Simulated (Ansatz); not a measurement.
Stretching the Sb1–H2 bond in ClH2Sb (SMILES [Cl][SbH2]) (multiplicity 1 held, fragments rigid). Energies count from the point at 1.719 Å.
Geometry at that point (charge 0, multiplicity 1):
```xyz
4

Sb    -0.3356    -0.3430     0.3187
H     -0.0005    -1.7012    -0.6794
H     -1.7192     0.0248    -0.6320
Cl     1.1081     1.1276    -0.8788
```

Restricted levels (R-, RO-) in cc, def2 and unpolarised 6-31G sets keep to the state of the molecule at rest. U- levels take the lowest unrestricted solution at each point, which mixes spins at long bonds. Active spaces are followed from a long bond inwards. Curves can end on different states.

Correlated levels freeze the cores. Filled d and f shells under p-block atoms count as core.

The values were computed with Ansatz (Gaussian basis) for Hartree–Fock, density functionals and correlated methods. Each number belongs to the level named beside it. In def2 rows elements past Kr take small-core potentials, without spin–orbit coupling.

Question: Predict the energy at R = 5.499 Å from U-r2SCAN/def2-TZVPP.

Answer: 275 kJ/mol

Question: Predict the energy at R = 5.499 Å from FIC-MRCISD+Q on CASSCF(2,2)/def2-TZVPP.

Answer: 281 kJ/mol

Question: Estimate the energy at R = 5.499 Å that R-HF/def2-TZVPP returns for this input.

Answer: 630 kJ/mol

Doubts at one or more of the structures used: a restricted determinant that unrestricted orbitals would lower (R-HF/def2-TZVPP); a spin-contaminated determinant (U-r2SCAN/def2-TZVPP).

Ansatz is a first-principles code.
